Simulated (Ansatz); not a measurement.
`CNBCl` → `NBCl` + `[CH2]` (triplet) at 500 K and 1 bar (formal loss of a carbene).

Calculated with Ansatz (gas phase, PBE0-D4/def2-TZVP geometries, no zero-point term in ΔE). CCSD(T)/CBS adds triple-zeta CCSD(T) − MP2 to the extrapolated MP2 energy (def2 sets, frozen cores). This one scheme is used for every species. Triplets are unrestricted, without spin–orbit coupling. One conformer a species, not always the lowest.

| species | CCSD(T)/CBS energy (Eh) | H − E (kJ/mol) | S (J/(mol·K)) |
| --- | --- | --- | --- |
| `CNBCl` | -580.41629 | 218.4 | 350.1 |
| `NBCl` | -541.16722 | 135.0 | 303.4 |
| `[CH2]` (triplet) | -39.09499 | 62.7 | 213.9 |

H − E and S are ideal-gas, rigid-rotor, harmonic terms from PBE0-D4/def2-TZVP, for one conformer and one mirror image of each species, with the whole ground term of open shells counted as degenerate. 1 Eh = 2625.50 kJ/mol, R = 8.31446 J/(mol·K).

**Question.** By hand: ΔE, ΔH, ΔS and ΔG.

**Answer.** ΔE = (-541.16722) + (-39.09499) − (-580.41629) = 0.15408 Eh = 404.5 kJ/mol. Δ(H − E) = 135.0 + 62.7 − 218.4 = -20.7, so ΔH = 383.8 kJ/mol. ΔS = 303.4 + 213.9 − 350.1 = 167.2 J/(mol·K). ΔG = 383.8 − 500 × (167.2)/1000 = 300.2 kJ/mol.

**Question.** By hand: the equilibrium constant, and the temperature at which ΔG would vanish if ΔH and ΔS stayed fixed.

**Answer.** log₁₀ K = −ΔG/(RT ln 10) = -31.4. ΔG = 0 at ΔH/ΔS = 2295 K.

The number of gas molecules changes by +1, which sets the sign of ΔS. A doubt of 5 kJ/mol in ΔE shifts log₁₀ K by 0.5 here. Other conformers and mirror images would add mixing entropy, several J/(mol·K) or more a flexible species. A triplet takes part, so the spin changes. These are equilibria of isolated gas molecules and say nothing of rates. Largest T1 diagnostic: 0.011 (customary marks: 0.02 for closed shells, 0.045 for open ones).
